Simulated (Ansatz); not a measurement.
Molecule: CdSe, charge 0, multiplicity 1. 
Geometry from a B3LYP-D3(BJ)/def2-TZVP (Ansatz, a first-principles code) optimisation:
```xyz
2

Cd     0.0000     0.0000    -0.9919
Se     0.0000     0.0000     1.4003
```
Charge 0, spin multiplicity 1.

Property: vertical electron affinity (to the doublet state of charge -1; a negative value means that the extra electron is unbound and the number depends on the basis; each state is the SCF solution reached for its spin; for the singlet the Hartree-Fock reference is unstable and T1 is 0.023), in eV. Valence correlation only, unless marked. Open shells are spin-unrestricted. No spin-orbit coupling. The frozen core is the preceding noble-gas configuration, with the filled d and f shells of earlier blocks. In def2 rows, elements after Kr have scalar-relativistic effective core potentials. Anions need diffuse functions: def2-D sets add few. Basis-set limits of correlation are two-point, X^-3; Hartree-Fock from the larger set.

| level | program | vertical electron affinity (eV) |
|---|---|---|
| SVWN5/def2-TZVPD | Ansatz | 2.47 |
| PBE/def2-TZVPD | Ansatz | 2.28 |
| r2SCAN/def2-TZVPD | Ansatz | 2.47 |
| B3LYP/def2-TZVPD | Ansatz | 2.37 |
| PBE0/def2-TZVPD | Ansatz | 2.37 |
| BHLYP/def2-TZVPD | Ansatz | 2.34 |
| wB97M-V/def2-TZVPD | Ansatz | 2.36 |
| wB97X-V/def2-TZVPD | Ansatz | 2.37 |
| CCSD/def2-SVPD | Ansatz | 2.18 |
| CCSD/def2-TZVPPD | Ansatz | 2.21 |
| CCSD/CBS(def2-TZVPPD,def2-QZVPPD) | Ansatz | 2.36 |
| CCSD(T)/def2-TZVPPD | Ansatz | 2.18 |
| CCSD(T)/def2-QZVPPD | Ansatz | 2.28 |
| CCSD(T)/CBS(def2-TZVPPD,def2-QZVPPD) | Ansatz | 2.35 |
